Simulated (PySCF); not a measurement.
**Unknowns**

One averaged value for each set of equivalent atoms, gas phase, one computed conformer, relativity neglected. GFN2-xTB structure; PBE0/pcSseg-1 with gauge-including orbitals; PySCF.

Referencing at the same level of theory: 1H (σ = 31.72 ppm) and 13C (σ = 186.93 ppm) against TMS. Where no couplings were computed, multiplicities follow the n + 1 count of equivalent neighbours, and m marks all less simple cases (inequivalent or close neighbours, rings, F or P nearby). Shifts are as computed. Against solution values, carbons near 30 ppm lie about +3 ppm off and those near 130 ppm about +5 ppm. Of 1211 compounds with measured shifts, 218 miss one by over three times the rms of a fit or turn the order of signals round; such compounds aren't used in these exercises.

Question: C$_{8}$H$_{12}$. 1H NMR (600 MHz, computed): δ 2.07 (m, 2H), 2.05 (m, 1H), 1.79 (m, 2H), 1.71 (m, 1H), 1.45 (d, 1H), 1.30 (m, 2H), 1.18 (m, 2H), 1.14 (m, 1H). 13C{1H} NMR (computed): δ 94.0, 74.4, 37.7, 31.4, 30.1, 29.9. What is it?

Answer: `C#CC1CCCCC1`. The formula gives 3 degrees of unsaturation (1 ring in the answer). 6 carbon signals for 8 carbons: some carbons are equivalent by symmetry or fast rotation. Carbon types of the structure: 1 × C, 2 × CH, 5 × CH2, which accounts for all hydrogens. δC 94.0: alkyne carbon; sp carbons lie upfield of alkene carbons because the cylindrical π system leaves one tensor component strongly shielded. δC 74.4: terminal alkyne carbon; the triple bond shields along its axis, which puts it between sp3 and sp2 carbons. δC 31.4: propargylic sp3 CH; aliphatic region, no heteroatom directly attached. δH 1.45: hydrogen on a terminal alkyne carbon; it lies on the axis of the triple bond, in its shielding cone.

This is the structure that produced the data.

Question: C$_{8}$H$_{12}$. 1H NMR (300 MHz, computed): δ 6.05 (m, 1H), 5.69 (m, 1H), 5.40 (m, 1H), 5.24 (m, 1H), 2.65 (m, 1H), 2.62 (m, 1H), 2.42 (m, 1H), 2.35 (m, 1H), 2.35 (m, 1H), 1.24 (d, 3H). 13C{1H} NMR (computed): δ 160.9, 152.2, 134.5, 120.6, 47.4, 32.3, 27.8, 19.0. Identify the compound.

Answer: `InChI=1S/C8H12/c1-3-7(2)8-5-4-6-8/h3,5,7H,1,4,6H2,2H3/t7-/m0/s1`. The formula gives 3 degrees of unsaturation (1 ring in the answer). 8 carbon signals for 8 carbons: no two carbons are equivalent. Carbon types of the structure: 1 × C, 3 × CH, 3 × CH2, 1 × CH3, which accounts for all hydrogens. δC 160.9: fully substituted alkene carbon; an sp2 carbon of a C=C bond. δC 152.2, 134.5: alkene CH; an sp2 carbon of a C=C bond. δC 120.6: terminal =CH2 carbon; an sp2 carbon of a C=C bond. δH 5.40, 5.24: hydrogen on a terminal =CH2 carbon; attached to an sp2 carbon and in the plane of the double bond.

The shifts were computed for this structure.
